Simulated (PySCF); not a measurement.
Method: PySCF, PBE, basis Hg def2-SVP with ECP60, I def2-SVP with ECP28 (scalar-relativistic core potentials, no spin–orbit coupling, density fitting). Open shells, if any, are unrestricted.

Q: What shape and geometry does isolated singlet HgI₂ take (every ligand bound to Hg)?

A: Counting electrons, mercury keeps none of its valence electrons outside its bonds, so the VSEPR class is AX2 and the expected shape is linear (D∞h), as computed. The lowest minimum found is a singlet of D∞h symmetry with Hg–I 2.635 Å (×2); I–Hg–I 180.0°. Its harmonic wavenumbers are 53 (πu), 143 (σg+), 216 (σu+) cm⁻¹ and its dipole moment is 0.00 D.

With an element this heavy the missing spin–orbit coupling can shift these numbers.
